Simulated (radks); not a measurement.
The numbers below are computed, except where a source is named.
Spherical quantum dot in the effective-mass picture: electrons in a parabolic well V = omega^2 r^2 / 2 with omega = 0.0662, with a point charge +1 (a donor) at the centre, all in effective atomic units (hartree* = m*/eps^2 hartree, bohr* = eps/m* bohr), one dielectric constant everywhere. Level of theory: non-relativistic Kohn-Sham, PBE, spin-polarised, spherical densities (a radial shooting solver with Libxc functionals). Levels are named by radial order and angular momentum (1s, 1p, 1d, 2s, ...), and open shells are averaged over m. Results are scaled to m* = 0.028 and eps = 13.3, for which hartree* = 4.307 meV and bohr* = 25.14 nm. Each electron was tried in the lowest free levels, single moves between levels near the top were tried too, and the lowest total energy was kept; such a search can miss a lower state. At N = 1 the Hartree and exchange-correlation terms need not cancel, so that row can carry a self-interaction error.

\begin{tabular}{lrrrrrr}
N & open shells & 2S & E (meV) & addition energy mu(N+1) - mu(N) (meV) & e(HOMO) (meV) & rms radius (nm) \\ \hline
1 & 1s(up 1, down 0) & 1 & -2.12393 & 2.143 & -1.1547 & 43.98 \\
2 & none & 0 & -2.10511 & 1.299 & 0.51535 & 67.10 \\
3 & 2s(up 1, down 0) & 1 & -0.786866 & 0.4236 & 1.5067 & 123.0 \\
4 & 1p(up 1, down 0) 2s(up 1, down 0) & 2 & 0.954974 & 0.4275 & 1.9584 & 148.4 \\
5 & 1p(up 2, down 0) 2s(up 1, down 0) & 3 & 3.12432 & 0.4082 & 2.3769 & 167.4 \\
6 & 1p(up 3, down 0) 2s(up 1, down 0) & 4 & 5.70189 & 0.4973 & 2.7749 & 183.0 \\
7 & 1p(up 3, down 0) & 3 & 8.77674 & 0.3360 & 3.2383 & 198.0 \\
8 & 1p(up 3, down 1) & 2 & 12.1876 & 0.3362 & 3.5795 & 210.2 \\
9 & 1p(up 3, down 2) & 1 & 15.9346 & 0.3307 & 3.9153 & 221.2 \\
10 & none & 0 & 20.0124 & 0.4170 & 4.2443 & 231.1 \\
11 & 1d(up 1, down 0) & 1 & 24.5070 & 0.3045 & 4.6478 & 241.1 \\
12 & 1d(up 2, down 0) & 2 & 29.3062 & 0.2991 & 4.9497 & 250.1 \\
13 & 1d(up 3, down 0) & 3 & 34.4046 & 0.2935 & 5.2460 & 258.5 \\
14 & 1d(up 4, down 0) & 4 & 39.7964 & 0.2879 & 5.5367 & 266.4 \\
15 & 1d(up 5, down 0) & 5 & 45.4762 & 0.3373 & 5.8219 & 273.7 \\
16 & 1d(up 5, down 1) & 4 & 51.4933 & 0.2694 & 6.1522 & 280.8 \\
17 & 1d(up 5, down 2) & 3 & 57.7797 & 0.2666 & 6.4203 & 287.6 \\
18 & 1d(up 5, down 3) & 2 & 64.3328 & 0.2633 & 6.6853 & 294.0 \\
19 & 1d(up 5, down 4) & 1 & 71.1492 & 0.2599 & 6.9469 & 300.1 \\
20 & none & 0 & 78.2254 & 0.3389 & 7.2051 & 306.0 \\
21 & 1f(up 1, down 0) & 1 & 85.6406 & 0.2471 & 7.5391 & 311.9 \\
22 & 1f(up 2, down 0) & 2 & 93.3028 & 0.2445 & 7.7850 & 317.6 \\
23 & 1f(up 3, down 0) & 3 & 101.210 & 0.2418 & 8.0281 & 323.0 \\
24 & 1f(up 4, down 0) & 4 & 109.358 & 0.2392 & 8.2686 & 328.2 \\
25 & 1f(up 5, down 0) & 5 & 117.746 & 0.2365 & 8.5065 & 333.3 \\
26 & 1f(up 6, down 0) & 6 & 126.370 & - & 8.7417 & 338.2 \\
\end{tabular}

All shells are closed at N = 2, 10, 20 (there: 1s2 1p6 1d10 2s2); the second difference of the energy has clear peaks (12 % above both neighbours; the first and last values, which can be the largest, are not judged, and half-filled shells can peak too) at N = 6, 10, 15, 20.
